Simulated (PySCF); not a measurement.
**Electric field gradients and quadrupole coupling constants**

Species: C₆H₆NO (charge -1).
SMILES with atom numbers: `[CH3:1][C:2](=[O:3])[c:4]1[cH:5][cH:6][cH:7][n-:8]1` (hydrogens: H9, H10, H11 on C1; H12 on C5; H13 on C6; H14 on C7)

Cartesian coordinates in Å at the GFN2-xTB level; atoms count from 1:
```xyz
14
C6H6NO angstrom
C     -2.3188    0.1636    0.0783
C     -1.2114   -0.2919    1.0300
O     -1.5106   -0.7671    2.1340
C      0.1084   -0.1144    0.5430
C      1.3241   -0.4279    1.1941
C      2.3306   -0.0705    0.3207
C      1.6791    0.4395   -0.8144
N      0.3616    0.4187   -0.6980
H     -2.3163    1.2506    0.0244
H     -3.2885   -0.1806    0.4374
H     -2.1219   -0.2202   -0.9183
H      1.4187   -0.8595    2.1763
H      3.3981   -0.1610    0.4650
H      2.1464    0.8202   -1.7148
```

Field gradients from the PBE0/pcSseg-1 density (PySCF, non-relativistic), principal values in atomic units, ordered |Vxx| ≤ |Vyy| ≤ |Vzz|:

```json
{"atom": "O3", "Vxx": "0.8560", "Vyy": "0.9166", "Vzz": "-1.7726"}
{"atom": "N8", "Vxx": "0.4168", "Vyy": "0.4571", "Vzz": "-0.8739"}
```

Question: Find the asymmetry η = (Vxx − Vyy)/Vzz and the couplings χ = eQV/h (234.96 MHz × Q in barn × V in au), with Q(17O) = −0.0256 b, Q(14N) = 0.02044 b.

Answer: 
```
atom                   environment  nucleus     η  χzz (MHz)  χxx (MHz)  χyy (MHz)
  O3                 ketone oxygen      17O  0.03      10.66      -5.15      -5.51
  N8  two-coordinate ring nitrogen      14N  0.05     -4.197      2.002      2.195
```

The gradient is axial or nearly so (η below 0.05) at O3. The tensor is traceless: Vxx + Vyy + Vzz = 0.

Question: What is Vzz at O3 in SI units (1 au = 9.71736 × 10²¹ V/m²)?

Answer: -1.7726 au = -17.225 × 10²¹ V/m².

Question: And the gradient at the other heavy atoms, for which no coupling is worked out here?

Answer: 
```json
{"atom": "C1", "environment": "methyl carbon next to a carbonyl", "Vzz (au)": "-0.054", "η": "0.63"}
{"atom": "C2", "environment": "ketone carbonyl carbon", "Vzz (au)": "0.498", "η": "0.32"}
{"atom": "C4", "environment": "substituted aromatic carbon", "Vzz (au)": "-0.093", "η": "0.17"}
{"atom": "C5", "environment": "aromatic CH carbon", "Vzz (au)": "0.200", "η": "0.39"}
{"atom": "C6", "environment": "aromatic CH carbon", "Vzz (au)": "0.124", "η": "1.00"}
{"atom": "C7", "environment": "aromatic CH next to a ring nitrogen", "Vzz (au)": "0.130", "η": "0.50"}
```

Question: What couplings would deuterons (Q(2H) = 0.00286 b) have in place of the hydrogens, at this geometry?

Answer: 
```json
{"atom": "H9", "bonded to": "C1", "bond length (Å)": "1.088", "Vzz (au)": "0.3203", "η": "0.02", "χzz (kHz)": "215"}
{"atom": "H10", "bonded to": "C1", "bond length (Å)": "1.090", "Vzz (au)": "0.3166", "η": "0.01", "χzz (kHz)": "213"}
{"atom": "H11", "bonded to": "C1", "bond length (Å)": "1.086", "Vzz (au)": "0.3199", "η": "0.03", "χzz (kHz)": "215"}
{"atom": "H12", "bonded to": "C5", "bond length (Å)": "1.077", "Vzz (au)": "0.3479", "η": "0.04", "χzz (kHz)": "234"}
{"atom": "H13", "bonded to": "C6", "bond length (Å)": "1.081", "Vzz (au)": "0.3442", "η": "0.07", "χzz (kHz)": "231"}
{"atom": "H14", "bonded to": "C7", "bond length (Å)": "1.084", "Vzz (au)": "0.3355", "η": "0.08", "χzz (kHz)": "225"}
```

Geometry: GFN2-xTB, one conformer, isolated ion. The pcSseg-1 basis has no diffuse functions, a weakness for an anion. GFN2-xTB bond lengths can be off by several hundredths of an ångström, more for odd bonds, and the gradients follow them. A larger basis could move these couplings by a tenth or more.

The run behind these numbers computed NMR shieldings as well. Time: 20 s (with the writing of density and orbital grids); peak memory 0.71 GiB. Hardware: Intel Xeon 6975P-C, one thread (shared host).
